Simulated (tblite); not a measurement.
hydrogen fluoride (hydrogen fluoride), singlet, at a GFN2-xTB geometry; GFN1-xTB (tblite 0.6.0).

Input for tblite:
```
$ tblite run mol.xyz --method gfn1 --charge 0 --spin 0 --guess eeq --json tblite.json --no-restart

# file mol.xyz
2

F     -0.00000000    -0.00000000    -0.09325170
H      0.00000000     0.00000000     0.83926531
```

It wrote (shortened):

```
xTB calculator
 | screened Coulomb repulsion
 | Coulomb electrostatics
 |  * isotropic Klopman-Ohno-Mataga-Nishimoto electrostatics
 |  * onsite third-order electrostatics
 | DFT-D3(BJ) dispersion correction

halogen bonding energy    0.0000000000000E+00 Eh
repulsion energy          1.7837436154486E-02 Eh
dispersion energy        -4.3334844260139E-05 Eh
number of electrons       8.0000000000000E+00 e
integral cutoff           1.9731147476801E+01 bohr

------------------------------------------------------------
  cycle        total energy    energy error   density error
------------------------------------------------------------
      1     -5.658150029241  -5.6759441E+00   2.7705443E-01
      2     -5.659597730878  -1.4477016E-03   1.5075912E-01
      3     -5.659829106768  -2.3137589E-04   1.8485226E-02
      4     -5.659846184097  -1.7077328E-05   1.3881705E-03
      5     -5.659846413788  -2.2969169E-07   1.5260592E-05
------------------------------------------------------------

electronic energy        -5.6776405150986E+00 Eh
total energy             -5.6598464137883E+00 Eh

Post processing:
 | Mayer-Wiberg bond orders

[Info] JSON dump of results written to 'tblite.json'
```
